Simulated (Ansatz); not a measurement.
A geometry relaxed with B3LYP-D3(BJ)/def2-SVP (Ansatz, a quantum-chemistry and plane-wave program), charge 0, multiplicity 1:

```xyz
12

H     -2.2576    -1.2425    -0.7638
C     -1.3840     0.7587    -0.2626
H     -0.1716     2.4283     0.3457
C     -1.3785    -0.7271    -0.3621
C      2.4629     0.0344    -0.3763
N      3.4294     0.0811    -1.0183
C     -0.2743     1.3478     0.2356
Si     0.9115    -0.0404     0.6525
H     -2.2671     1.3166    -0.5923
C     -0.2642    -1.3692     0.0535
H      1.3471    -0.1338     2.0697
H     -0.1536    -2.4539     0.0185
```

Task: Write the SMILES of this molecule.

Result: `N#C[SiH]1C=CC=C1`
